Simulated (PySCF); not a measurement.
A GIAO shielding run with PySCF (density fitting, non-relativistic, gas phase) on `O=C(O)[Si@@H]([SiH3])CCF`, C3H9FO2Si2:

```
$ OMP_NUM_THREADS=1 python probes_run.py task.json out

{"job": {"kind": "nmr", "xc": "PBE0", "basis": "pcSseg-1"}, "charge": 0, "multiplicity": 1}
O      1.638866    -0.986109    -1.529935
C      1.775518    -0.468623    -0.447548
O      2.965171    -0.010959    -0.031216
Si     0.398385    -0.109812     0.844332
Si    -0.122109     2.153719     0.790737
C     -1.046289    -1.265905     0.339215
C     -1.604403    -0.901612    -1.024442
F     -2.043609     0.409177    -1.024017
H      3.653101    -0.170924    -0.701609
H      0.942895    -0.655746     2.099983
H     -0.048172     2.724038    -0.555563
H     -1.462837     2.396632     1.325066
H      0.820879     2.902366     1.631164
H     -0.720447    -2.304932     0.292825
H     -1.847638    -1.211298     1.077124
H     -0.835502    -0.974261    -1.798273
H     -2.470805    -1.513722    -1.297753
```

Hardware: 1 thread of an AMD EPYC, shared host. The job also computes population analyses, field gradients.

**Question.** How large is the calculation?

**Answer.** 80 electrons, 195 basis functions and 1060 auxiliary functions.

**Question.** How long does it take, and how much memory does it need?

**Answer.** 73 s of wall time, with 15 SCF cycles and 5 response iterations; peak memory 0.86 GiB. Times on a shared host scatter by some tens of per cent.
